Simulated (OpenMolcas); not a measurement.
Ag2+: moving the ligands

Ag2+ with its 8 nearest fluoride ions at 2.425 Å, on the Sr site of SrF2 (a = 5.796 Å, distance in the model lattice 2.510 Å). The rest of the host is ab initio model potentials to 7.6 Å and point charges beyond; the distance is set by hand and nothing relaxes. Ligand basis ANO-RCC-VDZP.

```
Program             : OpenMolcas
Method              : SS-CASPT2, IPEA 0.25 Eh, imaginary shift 0.1 Eh (closed shells correlated: 4s 4p and the ligand valence shells)
Basis               : ANO-RCC-VTZP [7s6p4d2f1g]
Scalar Hamiltonian  : DKH2, point nucleus
Active space        : 9 electrons in 5 orbitals (4d)
State averaging     : 2S+1 = 2 even, 5 roots
Spin-orbit coupling : state interaction with AMFI integrals over the reference wave functions
```

Runs around this geometry, states (labels of O, the rotations of Oh). Energies in cm-1 above the lowest state or level, χT in cm3 K/mol; under a threefold ground state the first gap can be a small split of the lowest multiplet, not the spin-orbit step; 10Dq is the gap between the two states; 10Dq is negative for this site.

| R (Å) | Ground state | First state of that spin | 10Dq | First gap with spin-orbit (degeneracies) | χT at 300 K |
| --- | --- | --- | --- | --- | --- |
| 2.38 | 2T2 | 2E 6380 | -6383 | 1890 (2, 4) | 0.569 |
| 2.425 | 2T2 | 2E 5840 | -5841 | 1830 (2, 4) | 0.584 |
| 2.51 | 2T2 | 2E 5020 | -5015 | 1710 (2, 4) | 0.613 |

Taking |10Dq| as R^-n, n = -ln(5015 / 6383) / ln(2.51 / 2.38) = 4.5 between the shortest and longest distance. The point-charge formula for a cubic d site gives n = 5.

Over all roots computed the reference weight is 0.68 in R = 2.38, 0.68 in R = 2.425, 0.68 in R = 2.51; a low but even weight reflects the number of correlated electrons. An orbital triplet at a regular site is open to Jahn-Teller coupling, which can distort the site and quench the lowest spin-orbit gaps and is left out. Ligand-to-metal charge-transfer states are missing. With one d shell and no ligand orbital active, 10Dq can be off by a tenth or more. Free-ion shares, where given, are those of the reference states; single-state CASPT2 does not remix them. No measured value stands beside these numbers; the geometry was set by hand and not optimised.
